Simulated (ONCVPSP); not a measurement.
Transferability test, ONCV potential for zirconium (Zr)

ONCVPSP 4.0.1 input, shortened (lines: element, Z, core and valence counts, functional; n l f; lmax; l rc ep ncon nbas qcut; lloc lpopt rc5 dvloc0; l nproj debl; icmod fcfact rcfact), PBE, scalar-relativistic:

```
  Zr 40.00    6    3        4      upf
    1    0    2.00
    2    0    2.00
    2    1    6.00
    3    0    2.00
    3    1    6.00
    3    2   10.00
    4    0    2.00
    4    1    6.00
    4    2    1.00
    2
    0    1.80    0.00    4    7    8.10
    1    2.00    0.00    4    8    5.80
    2    2.10    0.00    3    8    8.70
    4    3    1.50    0.00
    0    2    3.10
    1    2    2.50
    2    2    0.50
    3    1.75    1.20
```

In the s channel the program set the typed energies aside and used -2.997, 0.050 Ha. In the d channel the program set the typed energies aside and used -1.036, 0.250 Ha.

Energies are relative to the spin-unpolarised reference configuration 4s2 4p6 4d1; without spin polarisation the order of configurations can differ from experiment.

```json
{"valence configuration": "4s2 4p6 4d2 5s2", "charge": "0", "ΔE all-electron (eV)": "-42.704", "error AE − PS (meV)": "+7.2"}
{"valence configuration": "4s2 4p6 4d2 5s1", "charge": "+1", "ΔE all-electron (eV)": "-35.567", "error AE − PS (meV)": "+5.9"}
{"valence configuration": "4s2 4p6 4d2", "charge": "+2", "ΔE all-electron (eV)": "-22.626", "error AE − PS (meV)": "+2.5"}
{"valence configuration": "4s2 4p6 4d2 5s1 5p1", "charge": "0", "ΔE all-electron (eV)": "-39.663", "error AE − PS (meV)": "+6.7"}
```

Levels in the configuration 4s2 4p6 4d2 5s1 5p1:

| level | all-electron (eV) | pseudo (eV) |
| --- | --- | --- |
| 4s | -55.744 | -55.757 |
| 4p | -33.696 | -33.697 |
| 4d | -4.653 | -4.656 |
| 5s | -5.157 | -5.157 |
| 5p | -2.045 | -2.045 |
